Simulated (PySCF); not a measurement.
Isomers of C3H10N2OSi.

All values: PBE0/pcSseg-1 (PySCF) at GFN2-xTB geometries, gas phase, one conformer each.

Question: Rank by the lowest Hirshfeld charge on any atom, lowest value first.
A. `[CH3:1][CH2:2][NH:3][C:4](=[O:5])[SiH2:6][NH2:7]` with C1–C2–N3–C4 -118°, C2–N3–C4–O5 -2°, N3–C4–Si6–N7 -28°, C4–Si6–N7–H -57° and 169°
B. `[CH3:1][N:2]([CH3:3])[SiH2:4][C:5]([NH2:6])=[O:7]` with C1–N2–Si4–C5 -162°, N2–Si4–C5–N6 38°, Si4–C5–N6–H 177° and 0°
C. `[H]/[N:1]=[CH:2]\[CH2:3][CH2:4][O:5][SiH2:6][NH2:7]` with N1–C2–C3–C4 96°, C2–C3–C4–O5 -70°, C3–C4–O5–Si6 116°, C4–O5–Si6–N7 -50°, O5–Si6–N7–H 178° and -44°

Answer: C (-0.325 e), A (-0.314 e), B (-0.299 e).

Question: Rank by the highest IAO charge on any atom, lowest value first.
A. `[CH2:1]=[N:2][Si@H:3]([OH:4])[N:5]([CH3:6])[CH3:7]` with C1–N2–Si3–O4 -121°, N2–Si3–O4–H -47°, N2–Si3–N5–C6 -50°
B. `[CH3:1][N:2]([CH3:3])[SiH2:4][C:5]([NH2:6])=[O:7]` with C1–N2–Si4–C5 -162°, N2–Si4–C5–N6 38°, Si4–C5–N6–H 177° and 0°
C. `[CH3:1][C:2](=[O:3])[N:4]([CH3:5])[SiH2:6][NH2:7]` with C1–C2–N4–C5 0°, C2–N4–Si6–N7 -128°, N4–Si6–N7–H -169° and 57°
D. `[CH3:1][CH2:2][NH:3][C:4](=[O:5])[SiH2:6][NH2:7]` with C1–C2–N3–C4 -118°, C2–N3–C4–O5 -2°, N3–C4–Si6–N7 -28°, C4–Si6–N7–H -57° and 169°
E. `[H]/[N:1]=[CH:2]\[CH2:3][CH2:4][O:5][SiH2:6][NH2:7]` with N1–C2–C3–C4 96°, C2–C3–C4–O5 -70°, C3–C4–O5–Si6 116°, C4–O5–Si6–N7 -50°, O5–Si6–N7–H 178° and -44°

Answer: B (+0.829 e), D (+0.848 e), C (+1.006 e), E (+1.111 e), A (+1.314 e).

Question: Rank by HOMO–LUMO gap, lowest first.
A. `[CH3:1][CH2:2][NH:3][C:4](=[O:5])[SiH2:6][NH2:7]` with C1–C2–N3–C4 -118°, C2–N3–C4–O5 -2°, N3–C4–Si6–N7 -28°, C4–Si6–N7–H -57° and 169°
B. `[CH3:1][C:2](=[O:3])[N:4]([CH3:5])[SiH2:6][NH2:7]` with C1–C2–N4–C5 0°, C2–N4–Si6–N7 -128°, N4–Si6–N7–H -169° and 57°
C. `[CH2:1]=[N:2][Si@H:3]([OH:4])[N:5]([CH3:6])[CH3:7]` with C1–N2–Si3–O4 -121°, N2–Si3–O4–H -47°, N2–Si3–N5–C6 -50°
D. `[CH3:1][N:2]([CH3:3])[SiH2:4][C:5]([NH2:6])=[O:7]` with C1–N2–Si4–C5 -162°, N2–Si4–C5–N6 38°, Si4–C5–N6–H 177° and 0°
E. `[H]/[N:1]=[CH:2]\[CH2:3][CH2:4][O:5][SiH2:6][NH2:7]` with N1–C2–C3–C4 96°, C2–C3–C4–O5 -70°, C3–C4–O5–Si6 116°, C4–O5–Si6–N7 -50°, O5–Si6–N7–H 178° and -44°

Answer: C (5.45 eV), D (6.46 eV), A (6.65 eV), E (7.08 eV), B (7.48 eV).

All values together:

| SMILES | μ (D) | HOMO (eV) | LUMO (eV) | lowest IAO charge (e) | highest IAO charge (e) | lowest Hirshfeld charge (e) | highest Hirshfeld charge (e) |
| --- | --- | --- | --- | --- | --- | --- | --- |
| C=N[Si@H](O)N(C)C | 1.48 | -6.26 | -0.81 | -0.790 (O) | +1.314 (Si) | -0.305 (O) | +0.445 (Si) |
| CC(=O)N(C)[SiH2]N | 3.28 | -6.94 | 0.53 | -0.851 (N) | +1.006 (Si) | -0.317 (N) | +0.409 (Si) |
| CCNC(=O)[SiH2]N | 4.19 | -6.69 | -0.04 | -0.847 (N) | +0.848 (Si) | -0.314 (N) | +0.369 (Si) |
| [H]/N=C\CCO[SiH2]N | 1.34 | -7.33 | -0.25 | -0.865 (N) | +1.111 (Si) | -0.325 (N) | +0.411 (Si) |
| CN(C)[SiH2]C(N)=O | 4.19 | -6.60 | -0.14 | -0.513 (N) | +0.829 (Si) | -0.299 (O) | +0.362 (Si) |

Conformers: `[CH2:1]=[N:2][Si@H:3]([OH:4])[N:5]([CH3:6])[CH3:7]` with C1–N2–Si3–O4 -121°, N2–Si3–O4–H -47°, N2–Si3–N5–C6 -50°; `[CH3:1][C:2](=[O:3])[N:4]([CH3:5])[SiH2:6][NH2:7]` with C1–C2–N4–C5 0°, C2–N4–Si6–N7 -128°, N4–Si6–N7–H -169° and 57°; `[CH3:1][CH2:2][NH:3][C:4](=[O:5])[SiH2:6][NH2:7]` with C1–C2–N3–C4 -118°, C2–N3–C4–O5 -2°, N3–C4–Si6–N7 -28°, C4–Si6–N7–H -57° and 169°; `[H]/[N:1]=[CH:2]\[CH2:3][CH2:4][O:5][SiH2:6][NH2:7]` with N1–C2–C3–C4 96°, C2–C3–C4–O5 -70°, C3–C4–O5–Si6 116°, C4–O5–Si6–N7 -50°, O5–Si6–N7–H 178° and -44°; `[CH3:1][N:2]([CH3:3])[SiH2:4][C:5]([NH2:6])=[O:7]` with C1–N2–Si4–C5 -162°, N2–Si4–C5–N6 38°, Si4–C5–N6–H 177° and 0°.
